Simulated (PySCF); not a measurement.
Name the molecule from its bond curve

A diatomic of charge 0 contains Pm. Its quintet curve at PBE0 in a double-zeta basis (spin-free X2C with a Gaussian nucleus, PySCF), in eV from the separated fragments:

```json
{"R (Å)": "2.030", "E (eV)": "-0.566"}
{"R (Å)": "2.125", "E (eV)": "-1.271"}
{"R (Å)": "2.219", "E (eV)": "-1.650"}
{"R (Å)": "2.290", "E (eV)": "-1.778"}
{"R (Å)": "2.361", "E (eV)": "-1.808"}
{"R (Å)": "2.432", "E (eV)": "-1.766"}
{"R (Å)": "2.526", "E (eV)": "-1.632"}
{"R (Å)": "2.644", "E (eV)": "-1.389"}
{"R (Å)": "2.786", "E (eV)": "-1.044"}
{"R (Å)": "2.975", "E (eV)": "-0.569"}
```

The fit gives ωe = 398 cm⁻¹ and the rotational constant Bₑ = 0.1195 cm⁻¹.

Task: Which atom is the partner?

Result: The minimum lies at 2.351 Å, so the reduced mass is 16.8576 u Å² cm⁻¹/(Bₑ·Re²) = 25.52 u. With Pm at 144.91 u the partner weighs about 31.0 u: P. The molecule is PmP.

Spin–orbit coupling is left out. The state is the lowest single determinant that the PBE0 search found; with open d or f shells the true ground state can be another one.
